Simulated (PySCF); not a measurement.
C2H7FSi3. Atoms are numbered in the order given.

```xyz
13

F      2.7691     1.1368    -0.2891
Si     1.6830     0.6412     0.8263
Si     0.1431    -0.8137    -0.1687
C     -1.3232    -1.1402     0.9888
C     -2.3683    -0.4776     0.4348
Si    -1.6995     0.2069    -1.1951
H      2.4452     0.0051     1.9432
H      0.9678     1.8444     1.3466
H      0.8229    -2.0079    -0.7623
H     -1.3895    -1.6876     1.9389
H     -3.3614    -0.4216     0.9009
H     -1.7504     1.6923    -1.3653
H     -2.2788    -0.4295    -2.4179
```

The structure is a stationary point at PBE0-D3(BJ)/def2-SVP. The structure was generated by enumeration; whether it is a known compound was not checked. One conformer was computed; it need not be the lowest.

Level of theory: PBE/def2-TZVP (PySCF).

The molecule is in vacuum.

- total energy: -1048.20841 hartree
- highest occupied level: -6.48 eV
- lowest empty level: -2.14 eV
- orbital gap: 4.35 eV
- dipole moment: 2.01 D
- quadrupole, principal values (traceless, Buckingham form, about the centre of nuclear charge): -4.28, 0.89, 3.39 D·Å
- mean static polarisability: 108.2 bohr³ (16.03 Å³)
- polarisability, principal values: 90.5, 98.5, 135.5 bohr³
